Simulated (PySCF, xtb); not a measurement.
BCl, SMILES [B]Cl (connectivity only; charge and spin as stated), charge +1, multiplicity 2.

Harmonic wavenumbers (cm⁻¹) from GFN2-xTB run with xtb at its own minimum, in rising order: 1338.

Question: What does PySCF with PBE-D3(BJ)/def2-TZVPD give at its own minimum? (The exact figures need the calculation; the answer reports its results.)

Answer: 1122. Paired by order, the mean absolute difference is 216 cm⁻¹ and the zero-point energies are 1.9 and 1.6 kcal/mol.
